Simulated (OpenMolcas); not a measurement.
Computed levels of 4d³ in ions with 39 electrons, in cm-1 above ⁴F_3/2.

```
Program             : OpenMolcas
Method              : MS-RASPT2, IPEA 0.25 Eh, imaginary shift 0.1 Eh
Basis               : ANO-RCC-VTZP
Scalar Hamiltonian  : DKH2, point nucleus
Spin-orbit coupling : RASSI with atomic mean-field integrals over the reference wave functions, term energies averaged over their components
```

Active space for each ion: 9 electrons in 8 orbitals (RAS1 4p, at most 2 holes; RAS2 4d); closed shells correlated by CASPT2: 4s.

| Level | Tc4+ | Ru5+ | Pd7+ |
| --- | --- | --- | --- |
| ⁴F_5/2 | 1109 | 1477 | 2540 |
| ⁴F_7/2 | 2470 | 3260 | 5430 |
| ⁴F_9/2 | 3990 | 5180 | 8360 |
| ⁴P_3/2 | 12060 | 13520 | 16360 |
| ⁴P_1/2 | 12120 | 13640 | 16860 |
| ⁴P_5/2 | 13880 | 15930 | 20630 |
| ²G_7/2 | 14070 | 16120 | 20510 |
| ²G_9/2 | 14940 | 17110 | 21670 |
| ²P_1/2 | 17500 | 20370 | 26300 |

Question: Estimate ⁴F_9/2, ⁴P_3/2, ⁴P_1/2 for Rh6+ from its neighbours Ru5+ and Pd7+.

Answer: ⁴F_9/2 is fine structure, which grows about as the fourth power of a screened charge, so the fourth roots are averaged: ((5180^0.25 + 8360^0.25) / 2)^4 = 6628. The calculation gives 6590, so the estimate is off by +0.6 %.
⁴P_3/2 is another term, which grows about linearly with the charge: (13520 + 16360) / 2 = 14940. The calculation gives 14970, so the estimate is off by -0.2 %.
⁴P_1/2 is another term, which grows about linearly with the charge: (13640 + 16860) / 2 = 15250. The calculation gives 15240, so the estimate is off by +0.1 %.

Mixed levels, with the weight of the term that names them: Ru5+ ²G_9/2 (71 %), Rh6+ ²G_9/2 (64 %), Pd7+ ⁴P_3/2 (73 %), Pd7+ ²G_9/2 (57 %).

CASPT2 breaks the degeneracy within a term, and the mean is taken; among the terms shown or strongly mixed into the levels shown the widest spread is 1400 cm-1 (4d³ ⁴F, Pd7+). Active for correlation alone: 4p; no level in the range computed is led by a configuration that opens it, so any true level of that kind is missing. Only configurations of the active space appear.
